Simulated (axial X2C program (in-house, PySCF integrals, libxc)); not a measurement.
# Potential curves of TeS, without spin–orbit coupling

All values were computed with an in-house all-electron X2C program for linear molecules (integrals from PySCF). Spin-free means the one-electron spin-free X2C Hamiltonian. Basis: Te dyall-cv3z [11s12p8d4f1g], S dyall-av3z [9s8p3d2f] (cores contracted in-house); Gaussian nuclei, density fitting, unrestricted open shells. Masses: Te 129.906 u, S 31.972 u.

State: M_S = 1, Λ = 0 (beyond evenly filled blocks: π+α, π-α). Energies in eV from the fragments at the same level (Te + S). Fits are polynomials in 1 − R0/R over 0.85 to 1.23 times the lowest point R0.

| R (Å) | PBE | HF | PBE0 |
| --- | --- | --- | --- |
| 2.1009 | -3.7467 | -1.2103 | -3.4520 |
| 2.1679 | -3.9587 | -1.3453 | -3.6194 |
| 2.2350 | -4.0408 | -1.3410 | -3.6558 |
| 2.3132 | -4.0148 | -1.2046 | -3.5756 |
| 2.3914 | -3.8943 | -0.9661 | -3.4004 |
| 2.4920 | -3.6466 | -0.5602 | -3.0826 |

The state is a single determinant with fixed occupations, the lowest that a limited PBE0 search found. Dissociation energies refer to the lowest single-determinant-based atoms at the same level and basis. Other states lie close and PBE0, whose exact exchange favours high spin, may order them wrongly; the determinant shown need not be the ground state. The nearest other spin-free determinant of the search, M_S = 0, Λ = 2, lies 0.61 eV up at the distance of the search. Spin–orbit coupling changes these values markedly for this molecule (Re by over 0.02 Å or De by over 0.25 eV), so the spin-free numbers are a model. Spin-free De lacks the spin–orbit lowering of the heavy p-block atom, a tenth of an eV or more for 4p and 5p, up to an eV for 6p and one to two eV for 7p atoms, less what an open-shell molecule gains itself.

(1) Fit the PBE curve near its minimum: give the equilibrium distance, the harmonic wavenumber and the well depth.

(2) Fit the HF curve near its minimum: give the equilibrium distance, the harmonic wavenumber and the well depth.

(3) What are Re, ωe and De at the PBE0 level?

Answers

(1) At PBE, spin-free: Re = 2.255 Å, ωe ≈ 458 cm⁻¹, De = 4.05 eV to Te + S; Be follows as 0.129 cm⁻¹.

(2) At HF, spin-free: Re = 2.198 Å, ωe ≈ 537 cm⁻¹, De = 1.36 eV to Te + S; Be follows as 0.136 cm⁻¹.

(3) At PBE0, spin-free: Re = 2.223 Å, ωe ≈ 493 cm⁻¹, De = 3.66 eV to Te + S; Be follows as 0.133 cm⁻¹.
